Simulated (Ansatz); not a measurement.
A run for Ansatz (a quantum-chemistry and plane-wave program): U-BLYP/def2-TZVPP on F (SMILES [F]).

Ansatz 0.2 input:
```yaml
crystal:
  periodic: [false, false, false]
  atoms:
    - {symbol: F, position_ang: [0.00000000, 0.00000000, 0.00000000]}
basis:
  gaussian:
    orbitals: def2-TZVPP
hamiltonian:
  xc: {name: BLYP}
magnetization: {spin_polarized: true, initial_magnetization: 1}
```

Program output:

```
WARN ansatz: RAYON_NUM_THREADS=4 ignored (pool sized by the plan → 4); use --threads N
Functional definition: BLYP
integrals: 0.00 GiB planned
156 factors; their error is unknown
mean field: 0.07 GiB planned
mean field evaluation 1: about -2714.4922 eV, gradient 8.2e0 eV
mean field evaluation 2: about -2714.5113 eV, gradient 7.0e0 eV
mean field evaluation 4: about -2714.6322 eV, gradient 2.6e-2 eV
mean field evaluation 8: about -2714.6312 eV, gradient 6.6e-4 eV
mean field evaluation 16: about -2714.6312 eV, gradient 9.7e-3 eV
mean field -2714.63123067 eV, -99.7608576840 hartree, gradient 3.4e-5 eV, S^2 0.751250; 1 other end points of the search recorded, 0 dependent functions left out
reference -2714.63132598 eV, -99.7608611867 hartree; 5, 4 occupied and 26, 27 virtual orbitals, 156 factors
Total energy: -2714.63132598 eV, -99.7608611867 hartree
```

Self-consistency was reached.

Cost: around 0.3 core-seconds (rough).
